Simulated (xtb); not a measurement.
CH3Cl2NSi2, SMILES Cl[Si]1(Cl)N=C[SiH2]1. All values are semi-empirical tight-binding results from xtb (GFN2-xTB unless named), good for trends rather than for accurate numbers. Geometry: GFN2-xTB. The structure was generated by enumeration, and PubChem lists no compound with its InChIKey, so it may never have been made.

Optimised geometry:

```xyz
9

Cl     1.4354     0.1056     1.6290
Si     0.2381     0.0376     0.0000
Cl     1.4354     0.1056    -1.6290
N     -0.7225    -1.4735     0.0000
C     -1.9393    -1.0869     0.0000
Si    -1.9690     0.8409     0.0000
H     -2.7156    -1.8446     0.0000
H     -2.5811     1.3961    -1.2059
H     -2.5811     1.3961     1.2059
```

```yaml
point_group_as_xtb_finds_it: Cs
orbital_gap: 2.05 eV
dipole_moment: 3.90 D
zero_point_energy: 24.7 kcal/mol
G − E(el) at 298.15 K (modified RRHO): 3.3 kcal/mol
static polarisability (D4 model): 95.4 bohr³
solvation energy, GFN2-xTB/ALPB(water): -3.6 kcal/mol
solvation energy, GFN2-xTB/ALPB(chcl3): -7.1 kcal/mol
```

**Question.** Give the atomic charges and the Wiberg bond orders between heavy atoms. (The exact figures need the calculation; the answer reports its results.)

**Answer.** charges (e) Cl1 -0.22, Si2 0.51, Cl3 -0.22, N4 -0.34, C5 -0.04, Si6 0.39, H7 0.04, H8 -0.07, H9 -0.07. Bond orders Cl1–Si2 1.08, Si2–Cl3 1.08, Si2–N4 0.97, N4–C5 1.95, Si2–Si6 0.75, C5–Si6 0.88.
